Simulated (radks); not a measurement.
Charge is removed step by step from the 4d5/2 level of Bi, starting from [Kr] 4d(3/2: 4, 5/2: 6) 4f14 5s2 5p6 5d10 6s2 6p3. Calculated with a radial shooting solver on a logarithmic mesh with Libxc functionals: Dirac Kohn-Sham, LDA (Slater exchange, Perdew-Wang correlation), spin-unpolarised, spherical densities, point nucleus; open shells fill j = l - 1/2 first.

| removed (e) | E - E(0) (eV) | eigenvalue (eV) | E minus straight line (eV) |
|---|---|---|---|
| 0 | 0.000 | -418.19 | 0.000 |
| 0.125 | 52.491 | -421.67 | -1.570 |
| 0.25 | 105.42 | -425.20 | -2.701 |
| 0.375 | 158.79 | -428.77 | -3.389 |
| 0.5 | 212.61 | -432.38 | -3.629 |
| 0.625 | 266.89 | -436.03 | -3.414 |
| 0.75 | 321.62 | -439.72 | -2.741 |
| 0.875 | 376.82 | -443.44 | -1.604 |
| 1 | 432.48 | -447.20 | 0.000 |

Removing the whole electron costs 432.48 eV by Delta-SCF, against 418.19 eV from minus the eigenvalue at the starting occupation. Slater's transition state (half an electron removed) gives 432.38 eV. Integrating minus the eigenvalue over the occupation (Janak's theorem) gives 432.48 eV. The mean slope of the eigenvalue, de/dn, is 29.0 eV per electron.
